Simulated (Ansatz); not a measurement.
Cartesian coordinates in Å:
```
B -1.452 -0.614 -0.160
C -0.034 -0.628 0.435
Si 0.978 0.819 -0.181
F 2.433 0.714 0.479
H -1.682 -1.154 -1.203
H -2.337 -0.019 0.385
H 0.558 -1.501 0.135
H -0.014 -0.510 1.524
H 0.394 2.115 0.239
H 1.156 0.778 -1.652
```

The species carries charge 0 and has multiplicity 1.

(1) List the PBE/def2-TZVPP orbital energies in eV (the Gaussian-basis code of Ansatz). (An estimate is asked.)

Answers

(1) Computed: Occupied: -1780.71, -659.86, -268.84, -177.22, -138.34, -95.13, -95.05, -95.03, -29.56, -17.90, -13.44, -12.12, -11.18, -10.95, -10.41, -10.38, -8.80, -8.18, -7.93, -7.84. Lowest empty: -2.66, -0.30, 0.02, 1.24, 1.27, 1.47, 1.62, 2.06.
